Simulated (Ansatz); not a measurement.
Gas-phase electronic energies from Ansatz, PBE0-D4/def2-TZVP geometries. CBS: MP2 limit from def2 TZ/QZ plus the TZ coupled-cluster correction, frozen cores. Functionals use def2-TZVPP. For Ge, Se outer-core shells are correlated without core-valence functions, which leaves a few kJ/mol of doubt a bond. Scalar relativity is left out up to krypton. Each species was taken in one conformer, which may not be the lowest.

Reaction (formal exchange of groups at the Se–Ge bond): `C[O][Ge]([F])([F])[SeH]` + `C[O][AlH2]` → `C[O][AlH][SeH]` + `C[O][GeH]([F])[F]`

| level | ΔE (kcal/mol) |
| --- | --- |
| r2SCAN-D4 | -16.8 |
| MP2/def2-TZVPP | -17.0 |
| HF/def2-QZVPP | -17.9 |
| MP2/def2-QZVPP | -17.4 |

Question: What does CCSD(T)/CBS give? (Best estimate.)

Answer: Ansatz gave: -17.4 kcal/mol. The listed levels differ from it by 0.6, 0.4, -0.5, 0.0 kcal/mol.

Largest T1 diagnostic among the species: 0.012.

In def2-TZVPP, CCSD(T) changes the Hartree–Fock value by +1.1 kcal/mol (the triples alone add +0.2 kcal/mol) and MP2 by +0.8 kcal/mol. From PBE to PBE0 (25 % exact exchange), in def2-TZVPP and without D4, ΔE moves by −0.9 kcal/mol.
